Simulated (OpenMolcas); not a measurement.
# AlGeH4Cl (SMILES [Cl][AlH][GeH3]): methods side by side

AlGeH4Cl has 7 atoms, charge 0, and is taken as a singlet. As SMILES, `[Cl][AlH][GeH3]`. The coordinates come from a PBE0-D4/def2-TZVP relaxation.

Each level gives the HOMO–LUMO gap (eV). The values are calculated.

```csv
level,kind,program,value (eV)
HF/def2-SVP,Hartree–Fock,OpenMolcas,11.21
revPBE/def2-SVP,GGA,OpenMolcas,4.05
M06-L/def2-SVP,meta-GGA,OpenMolcas,4.65
r2SCAN/def2-SVP,meta-GGA,OpenMolcas,4.51
B3LYP/def2-SVP,global hybrid,OpenMolcas,5.46
BHLYP/def2-SVP,global hybrid,OpenMolcas,7.63
M06-2X/def2-SVP,hybrid meta-GGA,OpenMolcas,7.47
B2PLYP/def2-SVP,double hybrid,OpenMolcas,7.83
```

All-electron rows without a relativistic Hamiltonian named are non-relativistic. The values span 4.05 to 11.21 eV. Orbital gaps aren't excitation energies, and those of double hybrids come from the SCF part alone; they tend to grow with the share of exact exchange.
